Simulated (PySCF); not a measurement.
Vertical excitations of a molecule C5H12 from TDDFT-CAM-B3LYP/def2-SVPD in PySCF, as energy in eV (oscillator strength): 8.71 (0.001), 8.84 (0.004), 9.02 (0.011), 9.19 (0.021), 9.22 (0.018), 9.35 (0.012), 9.51 (0.024), 9.56 (0.022), 9.60 (0.010), 9.67 (0.065). Lowest triplet (TDA): 8.48 eV. Geometry optimised at B3LYP-D3(BJ)/def2-SVP. One conformer was computed; it need not be the lowest.

Q: Pick the molecule that these values belong to.
(A) CCCCC
(B) CC(C)(C)C
(C) CCC(C)C

A: A, CCCCC
